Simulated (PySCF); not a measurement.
Molfile (atoms numbered from 1):
```
C2H8BFO
     RDKit          3D

 13 12  0  0  0  0  0  0  0  0999 V2000
   -0.7845   -1.0594   -0.3189 C   0  0  0  0  0  0  0  0  0  0  0  0
   -0.1213   -0.0778    0.4717 O   0  0  0  0  0  0  0  0  0  0  0  0
   -0.7708    1.1888    0.4752 C   0  0  0  0  0  0  0  0  0  0  0  0
    1.5259    0.0069    0.1951 B   0  0  0  0  0  0  0  0  0  0  0  0
    1.5981    0.4682   -1.1040 F   0  0  0  0  0  0  0  0  0  0  0  0
   -1.8178   -1.1701    0.0396 H   0  0  0  0  0  0  0  0  0  0  0  0
   -0.7732   -0.7655   -1.3796 H   0  0  0  0  0  0  0  0  0  0  0  0
   -0.2305   -1.9949   -0.1875 H   0  0  0  0  0  0  0  0  0  0  0  0
   -1.7976    1.0646    0.8483 H   0  0  0  0  0  0  0  0  0  0  0  0
   -0.1961    1.8344    1.1477 H   0  0  0  0  0  0  0  0  0  0  0  0
   -0.7757    1.6186   -0.5383 H   0  0  0  0  0  0  0  0  0  0  0  0
    1.8560   -1.1593    0.3434 H   0  0  0  0  0  0  0  0  0  0  0  0
    1.8731    0.8127    1.0443 H   0  0  0  0  0  0  0  0  0  0  0  0
  1  2  1  0
  2  3  1  0
  2  4  1  0
  4  5  1  0
  1  6  1  0
  1  7  1  0
  1  8  1  0
  3  9  1  0
  3 10  1  0
  3 11  1  0
  4 12  1  0
  4 13  1  0
M  CHG  2   2   1   4  -1
M  END
```

Geometry: PBE0-D3(BJ)/def2-SVP; GIAO shifts from PySCF, gas phase, non-relativistic, averaged over equivalent atoms.

At WP04/pcSseg-2 (292 basis functions, 57 s wall time on 1 thread of an Arm Neoverse N1, shared host):
| atoms | δ (ppm) |
| --- | --- |
| C1/C3 | 67.1 |
| O2 | 36.1 |
| B4 | 14.5 |
| F5 | -195.2 |
| H6/H7/H8/H9/H10/H11 | 3.53 |
| H12/H13 | 2.98 |

Scale: 13C (σref 172.10), 1H (σref 31.61) against TMS; 17O (σref 314.06) vs H2O; BF3·OEt2 for 11B (σref 94.19); 19F (σref 177.34) against CFCl3 (reference shieldings calculated alike).

Estimate the result of repeating the calculation with BLYP/pcSseg-2.

Results:


| atoms | δ at BLYP/pcSseg-2 | change |
| --- | --- | --- |
| C1/C3 | 68.0 | +0.9 |
| O2 | 49.4 | +13.3 |
| B4 | 14.7 | +0.2 |
| F5 | -209.2 | -14.0 |
| H6/H7/H8/H9/H10/H11 | 3.69 | +0.16 |
| H12/H13 | 3.71 | +0.73 |

δ = σ(ref) − σ, references computed at the same level: 13C (σref 175.01), 1H (σref 31.38) against TMS; 17O (σref 325.17) vs H2O; BF3·OEt2 for 11B (σref 91.12); CFCl3 for 19F (σref 143.13).

The largest change is at F5 (fluorine bonded to B). Cost: 292 basis functions, 39 s wall time on 1 thread of an Arm Neoverse V2, shared host.

Unscaled 19F shifts against computed CFCl3 carry errors that often reach 10 to 50 ppm. Experimental scales use liquid or dissolved standards, which lie at an offset from isolated H2O (liquid H2O: subtract about 36 ppm).
